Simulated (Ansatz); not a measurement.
FH4O2Si2 can be A, `O[Si](O)(F)[SiH2]`•, or B, `O[SiH](F)O[SiH2]`•.

Isolated molecules relaxed with PBE0-D4/def2-TZVP in Ansatz; ΔE leaves out vibrations. CBS: MP2 limit from def2 TZ/QZ plus the TZ coupled-cluster correction, frozen cores. Functionals use def2-TZVPP. B3LYP here is the variant with VWN-RPA as its local correlation; programs differ in this. No spin–orbit coupling; open shells (•) take unrestricted orbitals. One conformer a species, not always the lowest.

A:

Z-matrix (Å, degrees):
```
Si
O 1 1.624
F 1 1.599 2 110.6
O 1 1.635 2 106.8 3 -117.3
Si 1 2.318 2 111.4 3 118.1
H 2 0.960 1 118.0 3 83.8
H 4 0.959 1 118.2 2 166.7
H 5 1.486 1 115.4 2 -72.7
H 5 1.486 1 114.7 2 58.5
```

B:

```xyz
9

O     0.0341   -2.2368   -0.6433
Si   -0.0171   -0.6384   -0.8972
F     1.3478   -0.1311   -1.5427
O    -0.2187    0.1740    0.4893
Si    0.1356    1.5049    1.3863
H     0.6192   -2.5973    0.0243
H    -1.1074   -0.3795   -1.8430
H     0.0654    2.7272    0.5338
H    -0.8589    1.5771    2.4924
```

Problem. Which isomer does CCSD(T)/CBS put lower? Give the gap. (Estimate.)

Solution. Ansatz gave: B, by 94.4 kJ/mol.

Problem. Give E(B) − E(A) in kJ/mol with B2PLYP, B3LYP-D4, CCSD/def2-TZVPP, PBE-D4, ωB97M-V, MP2/def2-TZVPP, CCSD(T)/def2-TZVPP. (Estimate.)

Solution. The calculation gave: B2PLYP -101.2, B3LYP-D4 -96.4, CCSD/def2-TZVPP -98.2, PBE-D4 -71.1, ωB97M-V -95.3, MP2/def2-TZVPP -103.2, CCSD(T)/def2-TZVPP -94.8. None reverses the order clearly.

Largest T1 diagnostic: 0.014.

From PBE to PBE0 (25 % exact exchange), in def2-TZVPP and without D4, E(B) − E(A) moves by −7.4 kJ/mol. In def2-TZVPP, CCSD(T) changes the Hartree–Fock value by +29.3 kJ/mol (the triples alone add +3.5 kJ/mol) and MP2 by +20.9 kJ/mol.
